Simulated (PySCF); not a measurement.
# S⁺ (sulfur, charge +1) across methods

[Ne] 3s1 3p3 3d1, high-spin 6D determinant (an excited configuration). Calculation: PySCF 2.14, in aug-cc-pV(Q+d)Z with one added diffuse shell each of s, p, d, f, g type (8s7p6d4f3g, 114 functions); the non-relativistic Hamiltonian (point nucleus). The B2PLYP total includes its PT2 part (frozen core); its orbital energies are those of the SCF part.

```csv
method,E (hartree),mean ε 3s α (eV),mean ε 3p α (eV),mean ε 3d α (eV),Σ⟨r²⟩ (bohr²),⟨S²⟩
PBE,-396.8282,-31.956,-20.792,-6.671,25.81,8.750
PBE0,-396.8684,-34.698,-22.516,-7.587,25.48,8.750
B2PLYP,-396.8709,-37.346,-24.041,-8.355,25.50,8.750
LDA,-395.6036,-31.840,-20.790,-6.624,25.89,8.750
UHF,-396.50720,-42.368,-27.215,-10.217,25.10,8.750
wB97M-V,-396.9683,-36.911,-24.611,-9.323,26.15,8.750
r2SCAN,-396.9977,-33.211,-21.418,-6.683,25.53,8.750
```

The outer electron is Rydberg-like, and this basis confines it to a smaller radius and binds it less than a complete one would.
